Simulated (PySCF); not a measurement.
HfO2 (SMILES [O]=[Hf]=[O]), singlet, at a GFN2-xTB geometry (such geometries of metal compounds can be far from the true shape) (core potentials on Hf). Base run: PySCF with PBE/def2-SVP, TDDFT.

PySCF was given this input:
```python
from pyscf import gto, scf, dft, tdscf

mol = gto.Mole()
mol.atom = '''
    Hf    0.11172400   -0.08952189    0.10908706
    O     0.61918528    0.66096958   -1.42812951
    O    -1.62470131    0.14472740    0.44634598
'''
mol.basis = 'def2-svp'
mol.ecp = {'Hf': 'def2-svp'}
mol.verbose = 4
mol.build()

mf = dft.RKS(mol)
mf.xc = 'pbe'
mf.kernel()
td = mf.TDDFT()
td.nstates = 5
td.kernel()
td.analyze(verbose=3)
```

Variants of this job, named by their change:

| change | first excitation (eV) | oscillator strength of the first | second (eV) | core-seconds (rough) |
|---|---|---|---|---|
| base | 1.13 | 0.001 | 2.36 | 10 |
| functional = bhandhlyp | (withheld) | (withheld) | (withheld) | 40 |
| nstates = 15 | 1.13 | 0.001 | 2.36 | 20 |
| states = triplets; response = Tamm-Dancoff | 1.06 | - | 2.12 | 10 |
| functional = b3lyp | (withheld) | 0.002 | (withheld) | 40 |
| functional = blyp | 0.97 | 0.001 | 2.21 | 10 |
| nstates = 10 | 1.13 | 0.001 | 2.36 | 20 |
| guess vectors = 13 for 5 states | 1.13 | 0.001 | 2.36 | 10 |
| functional = hf | 3.69 | 0.007 | 4.14 | 10 |
| functional = pbe0 | (withheld) | 0.002 | (withheld) | 40 |

Complete the blanks.


- functional = bhandhlyp, first excitation (eV): 2.33
- functional = bhandhlyp, oscillator strength of the first: 0.003
- functional = bhandhlyp, second (eV): 3.14
- functional = b3lyp, first excitation (eV): 1.54
- functional = b3lyp, second (eV): 2.58
- functional = pbe0, first excitation (eV): 1.86
- functional = pbe0, second (eV): 2.86

An iterative solver can miss low states, so a row lists the states that it found.
